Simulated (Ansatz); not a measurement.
Reactions of FGeH3OSi (`F[SiH]1[O][GeH2]1`).

Calculated with Ansatz (gas phase, PBE0-D4/def2-TZVP geometries, no zero-point term in ΔE). CBS: MP2 limit from def2 TZ/QZ plus the TZ coupled-cluster correction, frozen cores. This one scheme is used for every species, atoms too. DFT in def2-TZVPP. B3LYP here is the variant with VWN-RPA as its local correlation; programs differ in this. Open shells (•) are unrestricted, without spin–orbit coupling. Spin–orbit coupling would lower the free atoms: a little for F, O, Si; clearly for Ge. def2 core potentials past Kr. Bonds to Ge, Se, Zr are less sure, by a few kJ/mol each and by 10 to 20 or more in all where they break to atoms, as the def2 sets lack core-valence functions. Scalar relativity is left out up to krypton. Each species was taken in one conformer, which may not be the lowest.

| reaction | CCSD(T)/CBS(def2) (kJ/mol) |
| --- | --- |
| `F[SiH]1[O][GeH2]1` + H₂ → `[O]1[SiH2][GeH2]1` + H–F | ? |
| `F[SiH]1[O][GeH2]1` → F• + Ge• + 3 H• + O• + Si• | 2359 |
| `F[SiH]1[O][GeH2]1` + H₂O → `O[SiH]1[O][GeH2]1` + H–F | 38 |
| `F[SiH]1[O][GeH2]1` + `[OH][Zr]([OH])([F])[SeH]` → `O[SiH]1[O][GeH2]1` + `[OH][Zr]([F])([F])[SeH]` | -4 |
| `F[SiH]1[O][GeH2]1` + HCl → `Cl[SiH]1[O][GeH2]1` + H–F | 38 |

(1) Fill in the missing values. (Estimate.)

Largest T1 diagnostic: 0.016, for `[OH][Zr]([F])([F])[SeH]`.

Results:

(1) Computed: `F[SiH]1[O][GeH2]1` + H₂ → `[O]1[SiH2][GeH2]1` + H–F: +125.5 kJ/mol.
